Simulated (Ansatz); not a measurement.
Relaxation of CH6OS2Si (11 atoms, charge 0, multiplicity 1), to a largest force component of 0.02 eV/Å in at most 50 steps.

Method: RKS PBE/def2-SVP (Ansatz).

```xyz
11
Properties=species:S:1:pos:R:3:forces:R:3
S -1.780 -1.884 1.259 -0.69 0.06 -0.41
C -0.509 -0.622 1.041 0.50 -0.17 -0.52
O -0.080 -0.619 -0.313 1.49 0.26 -0.10
Si 1.308 0.372 -0.687 -2.50 -0.21 0.56
S 0.461 2.310 -1.068 1.03 1.10 1.26
H -2.569 -1.386 0.218 0.37 -0.28 0.65
H 0.327 -0.880 1.742 -0.23 -0.06 0.01
H -0.873 0.379 1.305 -0.32 0.40 0.26
H 2.187 0.427 0.494 0.40 0.17 0.29
H 1.897 -0.130 -1.889 0.61 -0.65 -1.00
H -0.304 1.975 -2.082 -0.66 -0.60 -1.01
```

**Question.** Where does it end, and by what steps?

**Answer.** It converged. The force dipped under the threshold on the way, but the program's further checks kept it going. After 11 steps the energy has fallen by 0.334 eV; H9 moved furthest, 0.34 Å.

```json
{"step": "0", "energy less start (eV)": "0.0000", "largest force component (eV/Å)": "2.502", "accepted": "yes"}
{"step": "1", "energy less start (eV)": "-0.1334", "largest force component (eV/Å)": "1.150", "accepted": "yes"}
{"step": "2", "energy less start (eV)": "-0.2647", "largest force component (eV/Å)": "0.868", "accepted": "yes"}
{"step": "3", "energy less start (eV)": "-0.3034", "largest force component (eV/Å)": "0.765", "accepted": "yes"}
{"step": "4", "energy less start (eV)": "-0.3286", "largest force component (eV/Å)": "0.135", "accepted": "yes"}
{"step": "5", "energy less start (eV)": "-0.3292", "largest force component (eV/Å)": "0.066", "accepted": "yes"}
{"step": "6", "energy less start (eV)": "-0.3311", "largest force component (eV/Å)": "0.082", "accepted": "yes"}
{"step": "7", "energy less start (eV)": "-0.3325", "largest force component (eV/Å)": "0.034", "accepted": "yes"}
{"step": "8", "energy less start (eV)": "-0.3331", "largest force component (eV/Å)": "0.012", "accepted": "yes"}
{"step": "9", "energy less start (eV)": "-0.3334", "largest force component (eV/Å)": "0.025", "accepted": "yes"}
{"step": "10", "energy less start (eV)": "-0.3334", "largest force component (eV/Å)": "0.028", "accepted": "no"}
{"step": "11", "energy less start (eV)": "-0.3335", "largest force component (eV/Å)": "0.010", "accepted": "yes"}
```

```xyz
11
Properties=species:S:1:pos:R:3
S -1.792 -1.938 1.234
C -0.545 -0.625 1.029
O 0.168 -0.750 -0.184
Si 1.316 0.362 -0.714
S 0.536 2.367 -0.927
H -2.643 -1.479 0.273
H 0.123 -0.745 1.913
H -1.036 0.371 1.102
H 2.430 0.527 0.283
H 1.787 -0.198 -2.017
H -0.280 2.051 -1.972
```

Whether the end is a true minimum wasn't checked by a vibrational analysis.

Time of the run: 23 s on 2 threads of Intel(R) Xeon(R) Platinum 8488C (Sapphire Rapids), on a shared host, peak memory 0.18 GiB.
